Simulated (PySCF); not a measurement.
PySCF job for Ta(O)(Cl)2(Me) (CH3Cl2OTa), SMILES [CH3][Ta](=[O])([Cl])[Cl], multiplicity 1, TDDFT-CAM-B3LYP/def2-SVPD. Geometry optimised at B3LYP-D3(BJ)/def2-SVP. The multiplicity is an assumed one; no other spin state was optimised. The structure was generated by enumeration; whether it is a known compound was not checked. The def2 effective core potentials stand for the cores of Ta; spin–orbit coupling is left out.

```python
import numpy as np
from pyscf import gto, scf, dft, tdscf

mol = gto.M(
    atom='''
    Ta    0.09869512    0.12881571   -0.00000000
    O     1.65903999    0.84733472   -0.00000000
    Cl   -0.27108502   -0.99219564   -1.99560025
    Cl   -0.27108503   -0.99219564    1.99560025
    C    -1.17773764    1.84669984   -0.00000000
    H    -0.97762828    2.46595056   -0.89165757
    H    -2.23849060    1.54032688   -0.00000001
    H    -0.97762828    2.46595056    0.89165755
    ''',
    basis='def2-SVPD',
    ecp={'Ta': 'def2-svp'},
    charge=0,
    spin=0,
    symmetry=True,
    max_memory=1600,
    verbose=4,
)
mf = dft.RKS(mol, xc='cam-b3lyp').density_fit(auxbasis='def2-universal-jkfit')
mf.grids.level = 3
mf.conv_tol = 1e-9
mf.max_cycle = 100
mf.kernel()
mf.grids = dft.Grids(mol).set(level=1).build(with_non0tab=True)  # coarser grid for the response kernel
td = tdscf.TDDFT(mf)
td.singlet = True
td.nstates = 10
td.conv_tol = 1e-4
td.positive_eig_threshold = 1e-6
td.kernel(x0=td.get_init_guess(mf, 15))
td.analyze()
tt = tdscf.TDA(mf)
tt.singlet = False
tt.nstates = 4
tt.conv_tol = 1e-4
tt.positive_eig_threshold = 1e-6
tt.kernel(x0=tt.get_init_guess(mf, 9))
tt.analyze(verbose=3)
```

It prints:

```
PySCF version 2.14.0

[INPUT] verbose = 4
[INPUT] num. atoms = 8
[INPUT] num. electrons = 64
[INPUT] charge = 0
[INPUT] spin (= nelec alpha-beta = 2S) = 0
[INPUT] symmetry True subgroup None
[INPUT] Mole.unit = angstrom
[INPUT] Symbol           X                Y                Z      unit          X                Y                Z       unit  Magmom
[INPUT]  1 Ta     0.098695120000   0.128815710000   0.000000000000 AA    0.186506746631   0.243426412441   0.000000000000 Bohr   0.0
[INPUT]  2 O      1.659039990000   0.847334720000   0.000000000000 AA    3.135131210801   1.601230556635   0.000000000000 Bohr   0.0
[INPUT]  3 Cl    -0.271085020000  -0.992195640000  -1.995600250000 AA   -0.512276444272  -1.874978021588  -3.771137926614 Bohr   0.0
[INPUT]  4 Cl    -0.271085030000  -0.992195640000   1.995600250000 AA   -0.512276463170  -1.874978021588   3.771137926614 Bohr   0.0
[INPUT]  5 C     -1.177737640000   1.846699840000   0.000000000000 AA   -2.225601586192   3.489756931878   0.000000000000 Bohr   0.0
[INPUT]  6 H     -0.977628280000   2.465950560000  -0.891657570000 AA   -1.847449700830   4.659971195118  -1.684988604195 Bohr   0.0
[INPUT]  7 H     -2.238490600000   1.540326880000  -0.000000010000 AA   -4.230134166413   2.910795945506  -0.000000018897 Bohr   0.0
[INPUT]  8 H     -0.977628280000   2.465950560000   0.891657550000 AA   -1.847449700830   4.659971195118   1.684988566401 Bohr   0.0

nuclear repulsion = 306.639992297695
point group symmetry = Cs
symmetry origin: [-2.59075355e-09 -1.98116454e-09 -4.57191806e-10]
symmetry axis x: [1.00000000e+00 3.92802935e-09 3.08038290e-09]
symmetry axis y: [ 3.92802935e-09 -1.00000000e+00 -1.05120362e-09]
symmetry axis z: [ 3.08038289e-09  1.05120337e-09 -1.00000000e+00]
num. orbitals of irrep A' = 95
num. orbitals of irrep A" = 61
number of shells = 64
number of NR pGTOs = 243
number of NR cGTOs = 156
basis = def2-SVPD
ecp = {'Ta': 'def2-svp'}


[settings echo left out]
init E= -1079.29445740606
HOMO (A') = -0.564280916283085  LUMO (A") = -0.395846596183014  gap/eV = 4.58333
cycle= 1 E= -1092.04285155196  delta_E= -12.7  |g|= 1.04  |ddm|= 8.19
HOMO (A') = -0.116907287605884  LUMO (A') = 0.0172496330137445  gap/eV = 3.65060
cycle= 2 E= -1091.70102061369  delta_E= 0.342  |g|= 1.68  |ddm|= 2.43
HOMO (A') = -0.348911935788786  LUMO (A") = -0.00257509191610383  gap/eV = 9.42431
cycle= 3 E= -1092.27182346883  delta_E= -0.571  |g|= 0.492  |ddm|= 1.35
HOMO (A') = -0.393217857842335  LUMO (A") = -0.0747357920042733  gap/eV = 8.66634
cycle= 4 E= -1092.32133860483  delta_E= -0.0495  |g|= 0.157  |ddm|= 0.591
HOMO (A') = -0.394746826786389  LUMO (A") = -0.0632447165531618  gap/eV = 9.02063
cycle= 5 E= -1092.3266907087  delta_E= -0.00535  |g|= 0.0332  |ddm|= 0.164
HOMO (A') = -0.391651882914209  LUMO (A") = -0.0613095227809084  gap/eV = 8.98907
cycle= 6 E= -1092.32697061218  delta_E= -0.00028  |g|= 0.0056  |ddm|= 0.0442
HOMO (A') = -0.39271986858547  LUMO (A") = -0.0612898716348322  gap/eV = 9.01867
cycle= 7 E= -1092.32697937352  delta_E= -8.76e-06  |g|= 0.00232  |ddm|= 0.00867
HOMO (A') = -0.392501937398161  LUMO (A") = -0.0613418959776961  gap/eV = 9.01132
cycle= 8 E= -1092.32698124503  delta_E= -1.87e-06  |g|= 0.000483  |ddm|= 0.00363
HOMO (A') = -0.392530267557719  LUMO (A") = -0.0613264065588903  gap/eV = 9.01252
cycle= 9 E= -1092.32698136604  delta_E= -1.21e-07  |g|= 0.000106  |ddm|= 0.00103
HOMO (A') = -0.392531198599291  LUMO (A") = -0.061320478483613  gap/eV = 9.01270
cycle= 10 E= -1092.32698137566  delta_E= -9.63e-09  |g|= 3.84e-05  |ddm|= 0.000321
HOMO (A') = -0.392529903855195  LUMO (A") = -0.0613159394990812  gap/eV = 9.01279
cycle= 11 E= -1092.32698137637  delta_E= -7.06e-10  |g|= 1.7e-05  |ddm|= 8.44e-05
HOMO (A') = -0.392531557032727  LUMO (A") = -0.0613157831831765  gap/eV = 9.01284
Extra cycle  E= -1092.32698137628  delta_E= 9.32e-11  |g|= 3.12e-05  |ddm|= 3.72e-05
converged SCF energy = -1092.32698137628
tot grids = 39288
Overwritten attributes  positive_eig_threshold  of <class 'pyscf.tdscf.rks.TDDFT'>


******** <class 'pyscf.tdscf.rks.TDDFT'> for <class 'pyscf.df.df_jk.DFSymAdaptedRKS'> ********
nstates = 10 singlet
deg_eia_thresh = 1.000e-03
wfnsym = None
conv_tol = 0.0001
eigh lindep = 1e-12
eigh level_shift = 0
eigh max_cycle = 100


Excitation energies (eV)
[4.85401647 5.46124966 5.64079426 5.70679517 5.92370675 6.05231264
 6.11895187 6.18476645 6.56072904 6.60899875]

** Singlet excitation energies and oscillator strengths **
Excited State   1:   A"      4.85402 eV    255.43 nm  f=0.0002
      28 -> 33        0.12137
      32 -> 33        0.68813
Excited State   2:   A'      5.46125 eV    227.03 nm  f=0.0022
      30 -> 34        0.11088
      31 -> 33       -0.67124
      32 -> 34       -0.13706
Excited State   3:   A"      5.64079 eV    219.80 nm  f=0.0005
      28 -> 33        0.16985
      30 -> 33        0.55152
      31 -> 34       -0.38181
Excited State   4:   A'      5.70680 eV    217.26 nm  f=0.0251
      31 -> 33        0.11913
      32 -> 34       -0.66407
Excited State   5:   A"      5.92371 eV    209.30 nm  f=0.0048
      25 -> 33       -0.10399
      28 -> 33        0.12218
      29 -> 34       -0.15917
      30 -> 33        0.33906
      31 -> 34        0.55104
Excited State   6:   A"      6.05231 eV    204.85 nm  f=0.0005
      27 -> 33        0.44066
      28 -> 33        0.51415
      30 -> 33       -0.13005
Excited State   7:   A'      6.11895 eV    202.62 nm  f=0.0106
      26 -> 33       -0.21784
      29 -> 33       -0.54822
      30 -> 34        0.35820
Excited State   8:   A'      6.18477 eV    200.47 nm  f=0.0117
      25 -> 34       -0.10031
      29 -> 33        0.38494
      30 -> 34        0.55597
      31 -> 33        0.11358
Excited State   9:   A"      6.56073 eV    188.98 nm  f=0.0052
      25 -> 33       -0.11436
      26 -> 34        0.11509
      27 -> 33       -0.48750
      28 -> 33        0.33606
      29 -> 34        0.27868
      30 -> 33       -0.13276
Excited State  10:   A'      6.60900 eV    187.60 nm  f=0.0109
      26 -> 33       -0.13737
      27 -> 34       -0.36115
      28 -> 34       -0.52995
      31 -> 37       -0.15391

** Transition electric dipole moments (AU) **
state          X           Y           Z        Dip. S.      Osc.
  1         0.0000     -0.0000     -0.0445      0.0020      0.0002
  2        -0.0681     -0.1081     -0.0000      0.0163      0.0022
  3         0.0000      0.0000      0.0583      0.0034      0.0005
  4        -0.1835      0.3817      0.0000      0.1793      0.0251
  5        -0.0000      0.0000      0.1822      0.0332      0.0048
  6         0.0000      0.0000     -0.0557      0.0031      0.0005
  7         0.0509      0.2605      0.0000      0.0705      0.0106
  8         0.1563     -0.2294      0.0000      0.0770      0.0117
  9         0.0000      0.0000     -0.1794      0.0322      0.0052
 10        -0.2589     -0.0143     -0.0000      0.0672      0.0109

WARN: ECP detected. Skipping calculation of transition velocity and magnetic dipole moments, which have not yet been implemented.

Overwritten attributes  positive_eig_threshold  of <class 'pyscf.tdscf.rks.TDA'>


******** <class 'pyscf.tdscf.rks.TDA'> for <class 'pyscf.df.df_jk.DFSymAdaptedRKS'> ********
nstates = 4 triplet
deg_eia_thresh = 1.000e-03
wfnsym = None
conv_tol = 0.0001
eigh lindep = 1e-12
eigh level_shift = 0
eigh max_cycle = 100


Excitation energies (eV)
[4.44611212 5.07569488 5.23723546 5.49769858]

** Triplet excitation energies and oscillator strengths **
Excited State   1:   A"      4.44611 eV    278.86 nm  f=0.0000
Excited State   2:   A'      5.07569 eV    244.27 nm  f=0.0000
Excited State   3:   A'      5.23724 eV    236.74 nm  f=0.0000
Excited State   4:   A"      5.49770 eV    225.52 nm  f=0.0000
```

Self-consistency was reached.

Cost: very roughly 7 core-minutes.
